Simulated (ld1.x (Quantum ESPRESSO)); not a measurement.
## Cd: variants of one TM semilocal potential

Base potential:

ld1.x (Quantum ESPRESSO) 7.5 input, shortened:

```
&input
   title='Cd', zed=48., rel=1, dft='BP', iswitch=3,
   config='[Kr] 4d10 5s1.5 5p0 5d-2'
 /
 &inputp
   pseudotype=1, tm=.true., lloc=0,
   nlcc=.false.
 /
3
5P  2  1   0.00   0.00  2.00  2.00  0.0
5D  3  2  -2.00  -0.20  2.15  2.15  0.0
5S  1  0   1.50   0.00  2.05  2.05  0.0
 &test
   configts(1)='5s1.5 5p0'
 /
```

Cutoffs, loose and tight: the cutoffs (Ry, on a coarse ladder) from which the occupation-weighted sum of valence levels, in a spherical-Bessel basis at the reference potential, stays within 10 and 1 mRy of its value at 400 Ry. They do not see the model core or the augmentation charge, which bear on the density cutoff. Test errors are all-electron minus pseudo excitation energies from the reference, over the configurations 5s2 5p0; 5s1 5p0; 5s1 5p1; 5s0 5p1; 5s0 5p2. A dash means not determined; rows that change the core or the reference have their own tests. The largest error is taken over the tests solved by every variant that gives reliable tests at all: 5s1 5p0; 5s1 5p1; 5s2 5p0.

For the base: The cutoffs count occupied waves only; the empty 5p level needs 15 Ry at the loose tolerance.

A true bound ghost makes a file unfit for plane-wave use even where its test errors are small: the radial tests pick states by their node count and pass the ghost by. Where a test does run into it, the solver fails or the error is huge.

A semilocal file is local in each channel, so a ghost entry of none says nothing of the separable form that plane-wave codes build from it.

```tsv
change	outcome	cutoff, loose	cutoff, tight	bound ghosts	largest test error (meV)
base	generated	8 Ry	21 Ry	d	+25
all radii scaled by about 0.91 (s 1.86, p 1.82, d 1.96 bohr)	generated	18 Ry	40 Ry	none	+39
all radii scaled by about 1.04 (s 2.14, p 2.08, d 2.24 bohr)	generated	8 Ry	21 Ry	d	+23
all radii scaled by about 1.11 (s 2.28, p 2.22, d 2.38 bohr)	generated	8 Ry	21 Ry	d	+21
all radii scaled by about 1.17 (s 2.40, p 2.34, d 2.50 bohr)	generated	8 Ry	21 Ry	d	+21
all radii scaled by about 1.26 (s 2.58, p 2.52, d 2.70 bohr)	generated	8 Ry	18 Ry	none	+20
all radii scaled by about 1.31 (s 2.68, p 2.62, d 2.82 bohr)	generated	8 Ry	18 Ry	none	+20
all radii scaled by about 1.37 (s 2.82, p 2.74, d 2.96 bohr)	generated	8 Ry	18 Ry	none	+20
```

Task: What comes out with this change to the base: all radii scaled by about 0.83 (s 1.70, p 1.66, d 1.78 bohr)?

Result: outcome: generated; cutoff, loose: 25 Ry; cutoff, tight: 55 Ry; bound ghosts: d; largest test error (meV): +48.

Task: What comes out with this change to the base: all radii scaled by about 0.75 (s 1.54, p 1.50, d 1.62 bohr)?

Result: outcome: generated; cutoff, loose: 35 Ry; cutoff, tight: 140 Ry; bound ghosts: d, p; largest test error (meV): -1662.

Task: What comes out with this change to the base: all radii scaled by about 0.96 (s 1.96, p 1.92, d 2.06 bohr)?

Result: outcome: generated; cutoff, loose: 10 Ry; cutoff, tight: 25 Ry; bound ghosts: d; largest test error (meV): +28.

Reading the sweep of the scale of all radii (base = 1) (base included, trends over the rows without a ghost): The loose cutoff falls from 18 Ry at 0.91 to 8 Ry at 1.37. A larger radius leaves more room for a smooth pseudo-wave, so fewer plane waves are needed; a smaller one forces it to follow the all-electron wave where it bends sharply. The median size of the test errors (rows with all tests solved) falls from 39.0 meV at 0.91 to 19.9 meV at 1.37. This runs against the usual rule that a larger radius transfers worse; these runs do not show why. Bound ghosts are found at 0.75, 0.83, 0.96, 1, 1.04, 1.11, 1.17.
